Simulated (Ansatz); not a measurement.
Born–Oppenheimer molecular dynamics of Cl$_{2}$GeH$_{2}$O (6 atoms, charge 0, multiplicity 1). It starts at the highest image of a converged band. Of that band: Neighbouring images differ by up to 1.6 eV, so the band resolves the path poorly. A vibrational analysis at the climbing image gives one clearly imaginary mode, 1509i cm⁻¹: a first-order saddle point.

Computed with Ansatz 0.2.0, RHF/def2-SVP.

```json
{
  "ensemble": "NVE (velocity Verlet)",
  "time step": "0.5 fs",
  "steps asked": "200",
  "starting velocities drawn for": "100 K",
  "seed": "6232"
}
```

First frame:

```xyz
6
Properties=species:S:1:pos:R:3
Ge 0.240 -0.006 -0.483
Cl 1.131 0.009 1.953
H 1.645 0.029 0.315
O -0.826 1.346 -0.631
H -1.756 1.219 -0.499
Cl -1.012 -1.750 -0.608
```

(1) How far do the bonds stretch over the last three quarters of this one trajectory? (Pairs bonded in most of those frames.)

## Answers

(1) 
| bond | mean (Å) | spread (Å) | shortest | longest |
| --- | --- | --- | --- | --- |
| Ge1–Cl2 | 2.272 | 0.246 | 1.91 | 2.62 |
| Ge1–H3 | 1.593 | 0.081 | 1.43 | 1.74 |
| Ge1–O4 | 1.743 | 0.023 | 1.70 | 1.78 |
| Ge1–Cl6 | 2.161 | 0.013 | 2.14 | 2.18 |
| O4–H5 | 0.949 | 0.002 | 0.94 | 0.95 |

Mean temperature of the second half: 2681 K. The conserved energy stayed within 0.44 meV per atom of its start (net change 0.057 meV per atom), so the integration is sound. The kinetic energy rose, since the run started high on the potential surface and went downhill. A run of 0.1 ps of so small a system gives no equilibrium averages. The orbitals stay closed-shell, which can raise the energy where a bond breaks towards radicals; this wasn't checked here.

The run took 12 min on 1 thread of Arm Neoverse N1, on a shared host, peak memory 0.2 GiB.
